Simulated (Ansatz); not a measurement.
Relaxation of Cl$_{3}$GaH$_{5}$NSi (11 atoms, charge 0, multiplicity 1), to a largest force component of 0.03 eV/Å in at most 50 steps.

Theory: Ansatz, RHF/def2-SVP.

```xyz
11
Properties=species:S:1:pos:R:3
Ga 0.185 -0.697 -0.299
Cl -0.761 0.906 2.592
Cl 2.032 0.296 -0.680
Cl -1.524 -0.319 -1.527
N 0.036 -2.026 1.036
H -0.856 -2.494 1.003
Si 1.284 -2.874 1.914
H 1.406 -4.283 1.473
H 2.560 -2.167 1.686
H 0.981 -2.886 3.367
H -0.598 -0.404 2.479
```

Q: Where does it end, and by what steps?

A: The forces met the threshold. After 11 steps the energy has fallen by 0.126 eV; H11 moved furthest, 0.72 Å.

```json
{"step": "0", "energy less start (eV)": "0.0000", "largest force component (eV/Å)": "1.362", "accepted": "yes"}
{"step": "1", "energy less start (eV)": "-0.0304", "largest force component (eV/Å)": "1.648", "accepted": "yes"}
{"step": "2", "energy less start (eV)": "-0.0703", "largest force component (eV/Å)": "0.799", "accepted": "yes"}
{"step": "3", "energy less start (eV)": "-0.0873", "largest force component (eV/Å)": "0.990", "accepted": "yes"}
{"step": "4", "energy less start (eV)": "-0.1125", "largest force component (eV/Å)": "0.182", "accepted": "yes"}
{"step": "5", "energy less start (eV)": "-0.1055", "largest force component (eV/Å)": "0.474", "accepted": "no"}
{"step": "6", "energy less start (eV)": "-0.1195", "largest force component (eV/Å)": "0.112", "accepted": "yes"}
{"step": "7", "energy less start (eV)": "-0.1236", "largest force component (eV/Å)": "0.088", "accepted": "yes"}
{"step": "8", "energy less start (eV)": "-0.1239", "largest force component (eV/Å)": "0.098", "accepted": "yes"}
{"step": "9", "energy less start (eV)": "-0.1246", "largest force component (eV/Å)": "0.162", "accepted": "yes"}
{"step": "10", "energy less start (eV)": "-0.1241", "largest force component (eV/Å)": "0.056", "accepted": "no"}
{"step": "11", "energy less start (eV)": "-0.1257", "largest force component (eV/Å)": "0.009", "accepted": "yes"}
```

```xyz
11
Properties=species:S:1:pos:R:3
Ga 0.160 -0.731 -0.194
Cl -0.709 1.089 2.203
Cl 1.974 0.346 -0.569
Cl -1.564 -0.302 -1.404
N 0.108 -2.190 0.893
H -0.776 -2.669 0.860
Si 1.326 -2.972 1.856
H 1.508 -4.389 1.458
H 2.597 -2.239 1.682
H 0.962 -2.965 3.297
H -0.840 0.073 2.962
```

Whether the end is a true minimum wasn't checked by a vibrational analysis.

Time of the run: 24 s on 4 threads of Arm Neoverse V2, with other jobs on the host, peak memory 0.42 GiB.
